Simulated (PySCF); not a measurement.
OW, charge -1, doublet, at a GFN2-xTB geometry of the parent state (such geometries of metal compounds can be far from the true shape) (a state made from the parent by changing its charge; the spin is typed, not shown lowest) (core potentials on W) (a gas-phase anion, which may not be bound at this level); PBE0/def2-SVP (PySCF).

The PySCF input:
```python
from pyscf import gto, scf, dft

mol = gto.M(
    atom='''
W    -0.000000   -0.000000   -0.165864
O     0.000000    0.000000    1.534240
''',
    basis='def2-svp',
    ecp={'W': 'def2-svp'},
    charge=-1,
    spin=1,
    verbose=4,
)

mf = dft.ROKS(mol)
mf.xc = 'pbe0'
mf.kernel()
```

The log (banner, timings and long lists left out):

```
PySCF version 2.14.0

[INPUT] verbose = 4
[INPUT] num. atoms = 2
[INPUT] num. electrons = 23
[INPUT] charge = -1
[INPUT] spin (= nelec alpha-beta = 2S) = 1
[INPUT] symmetry False subgroup None
[INPUT] Mole.unit = angstrom
[INPUT] Symbol           X                Y                Z      unit          X                Y                Z       unit  Magmom
[INPUT]  1 W      0.000000000000   0.000000000000  -0.165864000000 AA    0.000000000000   0.000000000000  -0.313437533925 Bohr   0.0
[INPUT]  2 O      0.000000000000   0.000000000000   1.534240000000 AA    0.000000000000   0.000000000000   2.899293409353 Bohr   0.0

nuclear repulsion = 34.8613070865312
number of shells = 18
number of NR pGTOs = 81
number of NR cGTOs = 46
basis = def2-svp
ecp = {'W': 'def2-svp'}

******** <class 'pyscf.dft.roks.ROKS'> ********
method = ROKS
initial guess = minao
damping factor = 0
level_shift factor = 0
DIIS = <class 'pyscf.scf.diis.CDIIS'>
diis_start_cycle = 1
diis_space = 8
diis_damp = 0
SCF conv_tol = 1e-09
SCF conv_tol_grad = None
SCF max_cycles = 50
direct_scf = True
direct_scf_tol = 1e-13
num. doubly occ = 11  num. singly occ = 1
XC library pyscf.dft.libxc version 7.1.2
    S. Lehtola, C. Steigemann, M. J. T. Oliveira, and M. A. L. Marques,  SoftwareX 7, 1–5 (2018)
XC functionals = pbe0
    C. Adamo and V. Barone,  J. Chem. Phys. 110, 6158 (1999)
    M. Ernzerhof and G. E. Scuseria,  J. Chem. Phys. 110, 5029 (1999)
radial grids:
    Treutler-Ahlrichs [JCP 102, 346 (1995); DOI:10.1063/1.469408] (M4) radial grids

becke partition: Becke, JCP 88, 2547 (1988); DOI:10.1063/1.454033
pruning grids: <function nwchem_prune>
grids dens level: 3
symmetrized grids: False
atomic radii adjust function: <function treutler_atomic_radii_adjust>
small_rho_cutoff = 0
Set gradient conv threshold to 3.16228e-05
tot grids = 38392
init E= -129.886264516793
  HOMO = -0.357758261469472  LUMO = -0.329031054130062  gap/eV = 0.78171
cycle= 1 E= -141.704869975986  delta_E= -11.8  |g|= 0.991  |ddm|= 5.04
  HOMO = 0.183626519296939  LUMO = 0.238990365574367  gap/eV = 1.50653
cycle= 2 E= -139.200338086144  delta_E=  2.5  |g|= 3.01  |ddm|= 3.68

WARN: HOMO 0.219877038821889 >= LUMO 0.0932357907165988

cycle= 3 E= -141.961003594986  delta_E= -2.76  |g|= 0.368  |ddm|= 3.02
  HOMO = 0.0425012273135081  LUMO = 0.086229981288649  gap/eV = 1.18992
cycle= 4 E= -141.836255782189  delta_E= 0.125  |g|= 1.11  |ddm|=  1.6

WARN: HOMO 0.14575447162511 >= LUMO 0.119713738985469

cycle= 5 E= -142.013015719021  delta_E= -0.177  |g|= 0.266  |ddm|= 1.58
  HOMO = 0.101177077598276  LUMO = 0.12337268001414  gap/eV = 0.60397
cycle= 6 E= -142.083347626159  delta_E= -0.0703  |g|= 0.195  |ddm|= 1.46
  HOMO = 0.104141884343171  LUMO = 0.128239516263973  gap/eV = 0.65573
cycle= 7 E= -142.092612291694  delta_E= -0.00926  |g|= 0.0959  |ddm|= 0.171
  HOMO = 0.104599408383308  LUMO = 0.131681248593796  gap/eV = 0.73693
cycle= 8 E= -142.095313396441  delta_E= -0.0027  |g|= 0.0364  |ddm|= 0.109
  HOMO = 0.1004970355356  LUMO = 0.132007972764397  gap/eV = 0.85746
cycle= 9 E= -142.095804050552  delta_E= -0.000491  |g|= 0.00491  |ddm|= 0.0701
  HOMO = 0.099748978876935  LUMO = 0.131945067902569  gap/eV = 0.87610
cycle= 10 E= -142.095807601725  delta_E= -3.55e-06  |g|= 0.00311  |ddm|= 0.00645
  HOMO = 0.0996214790835772  LUMO = 0.131810057223229  gap/eV = 0.87590
cycle= 11 E= -142.095811955016  delta_E= -4.35e-06  |g|= 0.00137  |ddm|= 0.00553
  HOMO = 0.0995843901794231  LUMO = 0.131753230105107  gap/eV = 0.87536
cycle= 12 E= -142.095812860789  delta_E= -9.06e-07  |g|= 0.000293  |ddm|= 0.00323
  HOMO = 0.0995717668127263  LUMO = 0.131739688199321  gap/eV = 0.87533
cycle= 13 E= -142.095812897141  delta_E= -3.64e-08  |g|= 3.71e-05  |ddm|= 0.000662
  HOMO = 0.0995687323351753  LUMO = 0.131738463606425  gap/eV = 0.87538
cycle= 14 E= -142.095812898023  delta_E= -8.82e-10  |g|= 4.82e-06  |ddm|= 0.0001
  HOMO = 0.0995704305394192  LUMO = 0.131739248049791  gap/eV = 0.87536
Extra cycle  E= -142.09581289802  delta_E= 2.61e-12  |g|= 1.29e-05  |ddm|= 2.66e-05
converged SCF energy = -142.09581289802
```
